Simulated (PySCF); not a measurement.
Computed Raman spectrum (relative Raman activity) of a molecule CH8ClNSi2. Geometry optimised at B3LYP-D3(BJ)/def2-SVP. One conformer was computed; it need not be the lowest. Calculation: PySCF with B3LYP-D3(BJ)/def2-SVP. Frequencies are harmonic and unscaled.

```json
[
 {"ν (cm⁻¹)": "512", "relative intensity": "5.2"},
 {"ν (cm⁻¹)": "582", "relative intensity": "3.6"},
 {"ν (cm⁻¹)": "661", "relative intensity": "5.6"},
 {"ν (cm⁻¹)": "688", "relative intensity": "5.7"},
 {"ν (cm⁻¹)": "733", "relative intensity": "4.2"},
 {"ν (cm⁻¹)": "753", "relative intensity": "5.4"},
 {"ν (cm⁻¹)": "881", "relative intensity": "4.1"},
 {"ν (cm⁻¹)": "896", "relative intensity": "4.8"},
 {"ν (cm⁻¹)": "942", "relative intensity": "6.0"},
 {"ν (cm⁻¹)": "947", "relative intensity": "4.5"},
 {"ν (cm⁻¹)": "959", "relative intensity": "6.2"},
 {"ν (cm⁻¹)": "1007", "relative intensity": "8.6"},
 {"ν (cm⁻¹)": "1436", "relative intensity": "7.3"},
 {"ν (cm⁻¹)": "1445", "relative intensity": "4.7"},
 {"ν (cm⁻¹)": "2196", "relative intensity": "52"},
 {"ν (cm⁻¹)": "2208", "relative intensity": "100"},
 {"ν (cm⁻¹)": "2256", "relative intensity": "98"},
 {"ν (cm⁻¹)": "2266", "relative intensity": "37"},
 {"ν (cm⁻¹)": "3034", "relative intensity": "65"},
 {"ν (cm⁻¹)": "3126", "relative intensity": "44"},
 {"ν (cm⁻¹)": "3130", "relative intensity": "25"},
 {"ν (cm⁻¹)": "3570", "relative intensity": "47"}
]
```

Q: Which structure fits?
A) C[Si@@](N)([SiH3])Cl
B) C[SiH2][Si@H](N)Cl
C) [SiH3]NC[SiH2]Cl
D) C[SiH2]N[SiH2]Cl

A: D, C[SiH2]N[SiH2]Cl
